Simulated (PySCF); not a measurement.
C3H9Cl2GaSi (SMILES C[Si](C)(C)[Ga]([Cl])[Cl]), singlet, geometry from GFN2-xTB (such geometries of metal compounds can be far from the true shape), with bond 3-1 at 2.4 times its length; CASSCF(8,8)/STO-3G in PySCF.

PySCF was given this input:
```python
from pyscf import gto, scf, mcscf
import numpy

mol = gto.Mole()
mol.atom = '''
    Ga    0.00568453    0.69768318   -0.06781952
    Cl    1.49887905    1.81000167   -1.10956960
    Cl   -3.54799302    3.88387657    1.78558864
    Si   -0.01259891   -1.73407519    0.17964926
    C    -1.84152077   -2.25016476    0.39554746
    C     1.03533707   -2.14796250    1.72934690
    C     0.76154698   -2.45178238   -1.41573794
    H    -1.95231970   -3.31229265    0.59044559
    H    -2.28810635   -1.70721615    1.22531291
    H    -2.41287454   -2.00953662   -0.49824022
    H     0.60543391   -1.67965763    2.61242111
    H     2.04798219   -1.76766889    1.61159942
    H     1.09752744   -3.21636579    1.91277321
    H     1.74021989   -2.00942931   -1.58738261
    H     0.14080947   -2.21956906   -2.27833846
    H     0.88361429   -3.52944422   -1.36890679
'''
mol.basis = 'sto-3g'
mol.verbose = 4
mol.build()

mf = scf.RHF(mol)
mf.kernel()
mc = mcscf.CASSCF(mf, 8, 8)
mc.fix_spin_(ss=0.0)
mc.kernel()
occ = numpy.linalg.eigvalsh(mc.fcisolver.make_rdm1(mc.ci, mc.ncas, mc.nelecas))[::-1]
ss = mc.fcisolver.spin_square(mc.ci, mc.ncas, mc.nelecas)[0]
print('natural occupations', occ.round(4), ' <S^2>', round(ss, 4))
```

What the program printed (banner, timings and long lists left out):

```
PySCF version 2.14.0

[INPUT] verbose = 4
[INPUT] num. atoms = 16
[INPUT] num. electrons = 106
[INPUT] charge = 0
[INPUT] spin (= nelec alpha-beta = 2S) = 0
[INPUT] symmetry False subgroup None
[INPUT] Mole.unit = angstrom
[INPUT] Symbol           X                Y                Z      unit          X                Y                Z       unit  Magmom
[...]
nuclear repulsion = 720.095332803793
number of shells = 41
number of NR pGTOs = 207
number of NR cGTOs = 69
basis = sto-3g
ecp = {}

******** <class 'pyscf.scf.hf.RHF'> ********
method = RHF
initial guess = minao
damping factor = 0
level_shift factor = 0
DIIS = <class 'pyscf.scf.diis.CDIIS'>
diis_start_cycle = 1
diis_space = 8
diis_damp = 0
SCF conv_tol = 1e-09
SCF conv_tol_grad = None
SCF max_cycles = 50
direct_scf = True
direct_scf_tol = 1e-13
Set gradient conv threshold to 3.16228e-05
Initial guess from minao.
init E= -3209.95333769547
[...]
cycle= 1 E= -3212.89355686274  delta_E= -2.94  |g|= 0.411  |ddm|= 4.28

WARN: HOMO -0.0263017871190942 == LUMO -0.026229047960955

cycle= 2 E= -3212.53041852602  delta_E= 0.363  |g|= 0.395  |ddm|= 3.38
[...]
cycle= 3 E= -3212.99893370281  delta_E= -0.469  |g|= 0.227  |ddm|= 3.45
[...]
cycle= 4 E= -3213.02006309433  delta_E= -0.0211  |g|= 0.0952  |ddm|= 0.327
[...]
cycle= 5 E= -3213.03004996044  delta_E= -0.00999  |g|= 0.0577  |ddm|= 0.392
[...]
cycle= 6 E= -3213.04319542484  delta_E= -0.0131  |g|= 0.0388  |ddm|= 0.55
[...]
cycle= 7 E= -3213.04698438901  delta_E= -0.00379  |g|= 0.0262  |ddm|= 0.224
[...]
cycle= 8 E= -3213.04874343832  delta_E= -0.00176  |g|= 0.0136  |ddm|= 0.265
[...]
cycle= 9 E= -3213.04907195517  delta_E= -0.000329  |g|= 0.013  |ddm|= 0.0939
[...]
cycle= 10 E= -3213.04915992291  delta_E= -8.8e-05  |g|= 0.0265  |ddm|= 0.269
[...]
cycle= 11 E= -3213.04741952804  delta_E= 0.00174  |g|= 0.0534  |ddm|= 0.279
[...]
cycle= 12 E= -3213.04483979381  delta_E= 0.00258  |g|= 0.0739  |ddm|= 0.134
[...]
cycle= 13 E= -3213.04806456439  delta_E= -0.00322  |g|= 0.0281  |ddm|= 0.815
[...]
cycle= 14 E= -3213.04827153267  delta_E= -0.000207  |g|= 0.0266  |ddm|= 0.0877
[...]
cycle= 15 E= -3213.04694525617  delta_E= 0.00133  |g|= 0.048  |ddm|= 0.526
[...]
cycle= 16 E= -3213.04807070474  delta_E= -0.00113  |g|= 0.0323  |ddm|= 0.359
[...]
cycle= 17 E= -3213.04937285476  delta_E= -0.0013  |g|= 0.0132  |ddm|= 0.133
[...]
cycle= 18 E= -3213.04992173776  delta_E= -0.000549  |g|= 0.00375  |ddm|= 0.222
[...]
[...]
converged SCF energy = -3213.05084442781
CASCI E = -3213.19105560811  S^2 = 0.0000003
[...]
macro iter  40 ( 21 JK    4 micro), CASSCF E = -3213.29753369517  dE =  2.47978653e-04  S^2 = 0.0000000
               |grad[o]|=0.0192  |grad[c]|=0.0782  |ddm|=0.0107  |maxRot[o]|=0.146
macro iter  41 ( 21 JK    4 micro), CASSCF E = -3213.29813289441  dE = -5.99199235e-04  S^2 = 0.0000000
               |grad[o]|=0.0219  |grad[c]|=0.00257  |ddm|=0.00459  |maxRot[o]|=0.0591
macro iter  42 ( 21 JK    4 micro), CASSCF E = -3213.29843565357  dE = -3.02759157e-04  S^2 = 0.0000000
               |grad[o]|=0.0153  |grad[c]|=0.0403  |ddm|=0.0241  |maxRot[o]|=0.108
macro iter  43 ( 21 JK    4 micro), CASSCF E = -3213.29861818684  dE = -1.82533277e-04  S^2 = 0.0000000
               |grad[o]|=0.0162  |grad[c]|=0.00277  |ddm|=0.00803  |maxRot[o]|=0.0544
macro iter  44 ( 21 JK    4 micro), CASSCF E = -3213.29869049202  dE = -7.23051785e-05  S^2 = 0.0000000
               |grad[o]|=0.0169  |grad[c]|=0.00223  |ddm|=0.00716  |maxRot[o]|=0.0175
macro iter  45 ( 21 JK    4 micro), CASSCF E = -3213.29874768567  dE = -5.71936434e-05  S^2 = 0.0000000
               |grad[o]|=0.0136  |grad[c]|=0.00181  |ddm|=0.0105  |maxRot[o]|=0.0163
macro iter  46 ( 20 JK    4 micro), CASSCF E = -3213.29872651051  dE =  2.11751521e-05  S^2 = 0.0000000
               |grad[o]|=0.0167  |grad[c]|=0.00533  |ddm|=0.00418  |maxRot[o]|=0.171
macro iter  47 ( 21 JK    4 micro), CASSCF E = -3213.29873092774  dE = -4.41722977e-06  S^2 = 0.0000000
               |grad[o]|=0.0081  |grad[c]|=0.00107  |ddm|=0.00111  |maxRot[o]|=0.00224
macro iter  48 ( 21 JK    4 micro), CASSCF E = -3213.29873851196  dE = -7.58421356e-06  S^2 = 0.0000000
               |grad[o]|=0.00802  |grad[c]|=0.00341  |ddm|=0.00165  |maxRot[o]|=0.00269
macro iter  49 ( 21 JK    4 micro), CASSCF E = -3213.29875048562  dE = -1.19736610e-05  S^2 = 0.0000000
               |grad[o]|=0.00798  |grad[c]|=0.00595  |ddm|=0.00265  |maxRot[o]|=0.0049
macro iter  50 ( 21 JK    4 micro), CASSCF E = -3213.29876458692  dE = -1.41013006e-05  S^2 = 0.0000000
               |grad[o]|=0.00814  |grad[c]|=0.00791  |ddm|=0.00272  |maxRot[o]|=0.00818
1-step CASSCF not converged,  50 macro (803 JK 167 micro) steps
CASSCF canonicalization
Density matrix diagonal elements [1.3924156  1.94772239 1.63199808 1.41097874 1.50714525 0.06093618
 0.02983274 0.01897102]
CASSCF energy = -3213.29876458692
CASCI E = -3213.29876458692  E(CI) = -15.0214161850781  S^2 = 0.0000000
natural occupations [1.9999 1.9778 1.9312 1.001  0.999  0.0609 0.0228 0.0075]  <S^2> 0.0
```

The run did not converge; its last values are not results.
